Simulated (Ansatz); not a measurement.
Total energies of Na2Cl2 (the lowest singlet isomer of a short search) from Ansatz at PBE0-D4/def2-TZVP, gas phase (1 Eh = 27.2114 eV = 2625.5 kJ/mol). The reference geometry is relaxed at PBE0-D4/def2-TZVP.

```xyz
4

Na    0.315   -0.247   -1.544
Na   -0.315    0.248    1.544
Cl    1.915   -0.154    0.415
Cl   -1.915    0.153   -0.415
```

| state | geometry | energy (Eh) |
| --- | --- | --- |
| charge 0 singlet | reference | -1244.72140 |
| charge 1 doublet | reference | -1244.37353 |
| charge 1 doublet | relaxed at PBE0-D4/def2-TZVP | -1244.41533 |
| charge 0 triplet | relaxed at PBE0-D4/def2-TZVP | -1244.56061 |
| charge 0 quintet | relaxed at PBE0-D4/def2-TZVP | -1244.35500 |

**Question.** Work out the vertical ionisation energy to the doublet.

**Answer.** E(charge 1 doublet) − E(charge 0 singlet) = -1244.37353 − (-1244.72140) = 0.34787 Eh = 9.47 eV. For comparison, −ε of the highest occupied level is 7.36 eV at this level, 2.11 eV less.

**Question.** How much does the charge 1 doublet relax, and what is the adiabatic ionisation energy?

**Answer.** Relaxation: -1244.37353 − (-1244.41533) = 0.04180 Eh = 1.14 eV. Adiabatic ionisation energy: 0.30607 Eh = 8.33 eV, without zero-point energy. In the charge 1 doublet, Cl3 and Cl4 lie 2.64 Å apart (atoms count from 1), so these atoms are partly bonded to each other.

**Question.** Which of the charge 0 states is lowest, and how far above it are the others?

**Answer.** The singlet. triplet: -1244.56061 − (-1244.72140) = 0.16079 Eh = 422.2 kJ/mol; quintet: -1244.35500 − (-1244.72140) = 0.36640 Eh = 962.0 kJ/mol. The quintet has fallen apart, so its energy is that of loose fragments and no spin gap. The triplet differs in its bonds from the reference. The quintet differs in its bonds from the reference.

The structure comes from a short search, and lower isomers may exist.
